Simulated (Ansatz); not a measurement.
System: sum formula SiOCl2 (charge 0, singlet). 
Geometry from a B3LYP-D3(BJ)/def2-TZVP (Ansatz, an electronic-structure program) optimisation:
```xyz
4

Si    -0.3650    -0.3349    -0.0556
O     -1.4707    -1.3492    -0.2238
Cl    -0.4017     1.5671    -0.7259
Cl     1.3943    -0.6564     0.8770
```
Charge 0, spin multiplicity 1.

Total electronic energies in hartree. Correlated levels leave the core frozen unless marked. Spin-orbit coupling is left out. Non-relativistic. Basis-set limits of correlation are two-point, X^-3; Hartree-Fock from the larger set. The bracket is a focal-point correction in the basis named.

```csv
level,program,energy (Eh)
HF/6-31G*,Ansatz,-1282.82942
HF/cc-pV(D+d)Z,Ansatz,-1282.90558
HF/aug-cc-pV(T+d)Z,Ansatz,-1282.98906
HF/aug-cc-pV(Q+d)Z,Ansatz,-1283.00370
RI-HF/cc-pV(Q+d)Z,Ansatz,-1283.00291
PBE-D3(BJ)/def2-TZVPD,Ansatz + dftd3,-1284.70853
BLYP-D3(BJ)/def2-TZVPD,Ansatz + dftd3,___
B3LYP-D3(BJ)/def2-TZVPD,Ansatz + dftd3,-1285.35169
PBE0-D3(BJ)/def2-TZVPD,Ansatz + dftd3,-1284.79749
PBE0-D4/def2-TZVP,Ansatz + dftd4,-1284.79602
r2SCANh/def2-TZVPD,Ansatz,-1285.16762
r2SCAN0/def2-TZVPD,Ansatz,-1285.15070
CAM-B3LYP-D4/def2-TZVPD,Ansatz + dftd4,-1285.31216
LC-wPBE-D4/def2-TZVPD,Ansatz + dftd4,-1284.90592
B2GP-PLYP/def2-TZVPD,Ansatz,-1284.73081
B2PLYP-D4/def2-TZVPD,Ansatz + dftd4,-1284.88173
PBE-QIDH/def2-TZVPD,Ansatz,___
MP2/aug-cc-pV(D+d)Z,Ansatz,-1283.51468
SCS-MP2/6-31G*,Ansatz,-1283.33397
SCS-MP2/cc-pV(T+d)Z,Ansatz,-1283.68804
CCSD/cc-pV(T+d)Z,Ansatz,-1283.73257
CCSD/cc-pVTZ,Ansatz,-1283.72109
"RI-MP2/CBS(aug-cc-pV(T+d)Z,aug-cc-pV(Q+d)Z)+[CCSD(T)-MP2]/aug-cc-pV(T+d)Z",Ansatz,-1283.9025
```

Some entries are withheld; supply them.


- BLYP-D3(BJ)/def2-TZVPD, energy (Eh): -1285.30234
- PBE-QIDH/def2-TZVPD, energy (Eh): -1284.53060
